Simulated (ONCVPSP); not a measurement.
**What one change does to a pseudopotential (titanium, ONCV)**

```
Element                 : titanium (Ti)
Generator               : ONCVPSP 4.0.1
Type                    : optimised norm-conserving Vanderbilt (ONCV)
Functional              : BLYP
Relativity              : non-relativistic
Frozen core             : [Ne]
Valence charge          : 12
Reference configuration : 3s2 3p6 3d1 (charge +3)
Partial waves           : 3s: rc 1.15 bohr, ncon 5, nbas 8, qcut 6.9 1/bohr, 2 projectors, debl 0.6 Ha; 3p: rc 1.45 bohr, ncon 5, nbas 9, qcut 9.6 1/bohr, 2 projectors, debl 2.6 Ha; 3d: rc 2.10 bohr, ncon 5, nbas 10, qcut 6.7 1/bohr, 2 projectors, debl 2.5 Ha
Local potential         : polynomial inside 1.10 bohr (lpopt 4, dvloc0 0 Ha)
Core correction         : Teter function, fcfact 5, rcfact 1.65
```

In the s channel the program set the typed energies aside and used -3.453, 0.250 Ha.

All-electron outer shells of the reference configuration (BLYP, non-relativistic, ld1.x):

```csv
shell,level (eV),outermost node (bohr),outermost maximum (bohr)
3s,-93.96,0.40,0.87
3p,-70.69,0.37,0.89
3d,-34.86,–,0.91
```

Change: core correction Teter function, fcfact 1.5, rcfact 1.65.

Cutoffs: the cutoffs (Ha) at which the residual kinetic energy of the hardest occupied pseudo-wave falls to 1 and 0.1 mHa per electron; they do not see the model core or the augmentation charge, which bear on the density cutoff. Errors are all-electron minus pseudo energies relative to the spin-unpolarised reference configuration.

Q: Predict the effect on cutoff, ghosts and configuration errors.

A: The potential gets neither clearly harder nor softer (99 Ha and 123 Ha → 99 Ha and 123 Ha); the errors of the 3 common tests hardly move; neither file shows a bound ghost. A model core, the more so a compact one, raises the density cutoff, which this test does not measure.

```csv
quantity,base,changed
"cutoff, loose",99 Ha,99 Ha
"cutoff, tight",123 Ha,123 Ha
bound ghosts,none,none
GHOST(+) flags under 300 eV,none,none
tests with a reliable result,3 of 4,3 of 4
"error for 3s2 3p6 3d2 4s2, meV [ΔE -47.94 eV]",+138,+140
"error for 3s2 3p6 3d2 4s1, meV [ΔE -40.72 eV]",+162,+164
"error for 3s2 3p6 3d2, meV [ΔE -27.10 eV]",+187,+191
s: phases at 1.17 bohr within 0.05 rad from the reference energy up to (Ha; the scan ends near 5),to the end of the scan,to the end of the scan
p: phases at 1.47 bohr within 0.05 rad from the reference energy up to (Ha; the scan ends near 5),to the end of the scan,to the end of the scan
d: phases at 2.13 bohr within 0.05 rad from the reference energy up to (Ha; the scan ends near 5),4.1,4.1
"rms error of d²Exc/dni dnj with the model core, mHa",2.67,1.70
```
